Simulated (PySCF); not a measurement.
Geometries of 2 isomers of [C3H3O5S]- (charge -1), from PySCF, PBE0-D3(BJ)/def2-SVP geometry optimisation, gas phase. One conformer each, no zero-point energy, no frequencies.

Question: Which is lower in electronic energy at this level?
A.
```xyz
12
angstrom
O      3.047    1.016    0.028
C      2.410   -0.015   -0.256
O      2.677   -0.980   -0.984
C      1.007    0.004    0.379
C     -0.056   -0.496   -0.262
S     -1.675   -0.306    0.338
O     -1.668    0.279    1.673
O     -2.475   -1.480    0.049
O     -2.296    0.837   -0.670
H      0.871    0.536    1.328
H      0.029   -1.047   -1.203
H     -1.844    1.665   -0.450
```
B.
```xyz
12
angstrom
O     -1.005    2.379   -0.254
C     -0.898    1.236    0.058
O     -1.420    0.642    1.173
C     -0.923   -0.657    0.767
C     -0.299   -0.045   -0.477
S      1.539   -0.167   -0.489
O      1.732   -1.618   -0.686
O      1.955    0.683   -1.615
O      1.915    0.320    0.854
H     -1.751   -1.366    0.611
H     -0.189   -1.043    1.487
H     -0.653   -0.367   -1.464
```

Answer: B. That is `O=C1OC[C@@H]1S(=O)(=O)[O-]`, 15.0 kcal/mol below the other.

```tsv
SMILES	atoms numbered as above	E (Eh)	relative (kcal/mol)	relative (kJ/mol)	dipole about centre of mass (D)
O=C1OC[C@@H]1S(=O)(=O)[O-]	[O:1]=[C:2]1[O:3][CH2:4][C@@H:5]1[S:6](=[O:7])(=[O:8])[O-:9]	-889.28981	0.0	0.0	5.11
O=C([O-])/C=C/S(=O)(=O)O	[O:1]=[C:2]([O-:3])/[CH:4]=[CH:5]/[S:6](=[O:7])(=[O:8])[OH:9]	-889.26583	15.0	62.9	7.14
```

As drawn, the lower has a four-membered ring, which the higher lacks; the higher has an O–H bond, which the lower lacks.
